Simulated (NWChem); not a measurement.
Species: CuPH3Br; SMILES [PH3]->[Cu][Br]

This build's default masses of Se (78.918 u) and Br (79.917 u) are each other's, which moves their modes by up to 0.6 %.

Question: Give the equilibrium geometry at PBE0/def2-SVP (NWChem) as a list of bonds and angles, with the point group.

Answer: point group C3v; any orientation.
Bond lengths (Å): Cu1–Br2 2.227, Cu1–P3 2.183, P3–H4 1.419, P3–H5 1.419, P3–H6 1.419. Bond angles (°): Br2–Cu1–P3 180.0, Cu1–P3–H4 119.4, Cu1–P3–H5 119.3, Cu1–P3–H6 119.3, H4–P3–H5 98.0, H4–P3–H6 98.0, H5–P3–H6 98.0.
